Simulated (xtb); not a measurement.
C₃H₅, SMILES C=[C]C (connectivity only; charge and spin as stated), charge +1, multiplicity 1. All values are semi-empirical tight-binding results from xtb (GFN2-xTB unless named), good for trends rather than for accurate numbers. Coordinates come from a GFN2-xTB optimisation. The spin state was assumed, not searched. The isomer is the one that the SMILES or the coordinates give; other isomers of the formula were not compared.

Optimised geometry:

```xyz
8

C      1.3351    -0.0932     0.2272
C      0.0996    -0.0097     0.0160
C     -1.2622     0.0736    -0.2176
H      1.8506    -1.0151     0.4867
H      2.0376     0.7343     0.1791
H     -1.5138     1.1443    -0.3025
H     -1.5626    -0.4042    -1.1546
H     -1.8470    -0.2839     0.6381
```
Charge +1, spin multiplicity 1.

A frequency run showed that this geometry is not a minimum.

```json
{
 "orbital_gap": "3.15 eV",
 "static polarisability (D4 model)": "32.3 bohr³",
 "solvation energy, GFN2-xTB/ALPB(water)": "-65.0 kcal/mol",
 "solvation energy, GFN2-xTB/ALPB(chcl3)": "-54.4 kcal/mol"
}
```

Computed IR lines (harmonic; lines under 4 % of the strongest left out, lines within 3 cm⁻¹ merged):
ν (cm⁻¹): 315 (w), 802 (m), 845 (m), 1020 (m), 1140 (m), 1242 (m), 1264 (w), 1356 (w), 2024 (vs), 2859 (m), 2944 (m), 2953 (m), 2974 (w), 2998 (m) (against the strongest line: vs over 80 %, s over 45 %, m over 15 %, w over 4 %, vw less). 1 imaginary mode(s) remain.

Computed atomic charges and the Wiberg bond orders between heavy atoms:
charges (e) C1 -0.08, C2 0.15, C3 -0.13, H4 0.24, H5 0.24, H6 0.22, H7 0.18, H8 0.19. Bond orders C1–C2 2.22, C2–C3 1.31.
